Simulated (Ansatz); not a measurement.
Basis-set extrapolation for CH$_{5}$AlBFO (PBE0-D4/def2-TZVP geometry, frozen core, Ansatz). Multiplicity 1, RHF reference.

```csv
,def2-TZVPP,def2-QZVPP
HF,-481.735505,-481.753623
MP2 correlation,-0.851936,-0.918815
CCSD(T) correlation,-0.918731,not run
```

Energies in hartree. Use E(X) = E(∞) + A·exp(−7.88·√X) for Hartree–Fock and E(X) = E(∞) + B·X^(−2.97) for correlation, with X = 3 and 4, and add CCSD(T) minus MP2 of the smaller set to the MP2 limit.

Q: What is the CCSD(T) energy at the basis-set limit?

A: HF limit: -481.753623 + (-0.018118) × 0.13774 = -481.75612. MP2 limit: -0.918815 + (-0.066879) × 0.74074 = -0.96835. Higher-order term: -0.918731 − (-0.851936) = -0.06679. Total: -482.79126 hartree, 86.0 kcal/mol below CCSD(T)/def2-TZVPP.
